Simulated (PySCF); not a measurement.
Several orderings of computed values.

Each SMILES stands for a single optimised conformer of the isolated species, non-relativistic unless stated. Electronic properties by PySCF.

The conformers computed, where there is a choice (atom-mapped SMILES and torsion angles):
- `[CH2:1]=[P:2]([CH3:3])([CH3:4])[c:5]1[cH:6][cH:7][cH:8][cH:9][cH:10]1`: C1–P2–C5–C6 -39°
- `[CH2:1]=[CH:2][PH+:3]([CH:4]=[CH2:5])[c:6]1[cH:7][cH:8][o:9][cH:10]1`: C1–C2–P3–C4 115°, C2–P3–C4–C5 118°, C2–P3–C6–C7 -55°
- `[CH3:1][C:2]([CH3:3])([CH3:4])[CH:5]([F:6])[F:7]`: C1–C2–C5–F6 59°
- `[cH:1]1[cH:2][cH:3][n:4]([CH:5]2[CH2:6][SiH2:7][CH2:8]2)[cH:9]1`: C3–N4–C5–C6 -57°
- `[CH2:1]=[CH:2][c:3]1[cH:4][p:5]([CH2:6][CH3:7])[cH:8][c:9]1[CH3:10]`: C1–C2–C3–C4 23°, C4–P5–C6–C7 -78°
- `[CH3:1][S:2][c:3]1[s:4][n:5][n:6][c:7]1[C:8]([F:9])([F:10])[F:11]`: C1–S2–C3–S4 -1°, N6–C7–C8–F9 11°
- `[H]/[N:5]=[C:4](/[CH2:3][CH:2]=[CH2:1])[CH2:6][C:7]#[C:8][SiH3:9]`: C1–C2–C3–C4 -111°, C2–C3–C4–N5 -113°, C3–C4–C6–C7 58°
- `[O:1]=[CH:2][O:3][CH2:4][Si:5]([SiH3:6])([SiH3:7])[CH2:8][F:9]`: O1–C2–O3–C4 0°, C2–O3–C4–Si5 -4°, O3–C4–Si5–Si6 76°, C4–Si5–C8–F9 -59°
- `[CH2:1]=[CH:2][c:3]1[c:4]([CH3:5])[c:6]([CH3:7])[cH:8][p:9]1[CH3:10]`: C1–C2–C3–C4 -167°

Task: Rank by HOMO energy, lowest first (PBE0/pcSseg-1 at GFN2-xTB geometries).
A. `[H]/N=C(\CC#C[SiH3])CC=C`
B. `C=Cc1cp(CC)cc1C`
C. `CC(C)(C)C(F)F`
D. `C=C[PH+](C=C)c1ccoc1`
E. `c1ccn(C2C[SiH2]C2)c1`
F. `CSc1snnc1C(F)(F)F`
G. `C=P(C)(C)c1ccccc1`

Result: D (-11.11 eV), C (-9.02 eV), F (-7.37 eV), A (-7.19 eV), B (-6.25 eV), E (-6.02 eV), G (-5.18 eV).

Task: Rank by HOMO–LUMO gap, lowest first (PBE0/pcSseg-1 at GFN2-xTB geometries).
A. `[H]/N=C(\CC#C[SiH3])CC=C`
B. `C=C[PH+](C=C)c1ccoc1`
C. `O=COC[Si]([SiH3])([SiH3])CF`
D. `C=P(C)(C)c1ccccc1`
E. `CSc1snnc1C(F)(F)F`

Result: D (4.43 eV), E (5.34 eV), B (5.52 eV), A (6.68 eV), C (7.05 eV).

Task: By how much do the two ends of that ranking differ?

Result: By 2.62 eV, between `O=COC[Si]([SiH3])([SiH3])CF` and `C=P(C)(C)c1ccccc1`.

Task: Rank by smallest rotational constant, highest first (GFN2-xTB).
A. `[C-]#CC#N`
B. `C=P(C)(C)c1ccccc1`
C. `CC(C)(C)C(F)F`
D. `c1(C=C)c(C)cp(CC)c1`
E. `CSc1snnc1C(F)(F)F`
F. `c1ccn(C2C[SiH2]C2)c1`

Result: A (4.917 GHz), C (1.916 GHz), F (0.761 GHz), B (0.687 GHz), D (0.600 GHz), E (0.499 GHz).

Task: Rank by dipole moment, lowest first (PBE0/pcSseg-1 at GFN2-xTB geometries).
A. `c1cn(C2C[SiH2]C2)cc1`
B. `C=Cc1cp(CC)cc1C`
C. `CSc1c(nns1)C(F)(F)F`
D. `C=Cc1c(C)c(cp1C)C`

Result: B (1.30 D), D (1.75 D), A (2.12 D), C (5.72 D).

Task: Give the two extremes of that set in atomic units.

Result: `C=Cc1cp(CC)cc1C`: 0.51 au; `CSc1snnc1C(F)(F)F`: 2.25 au.
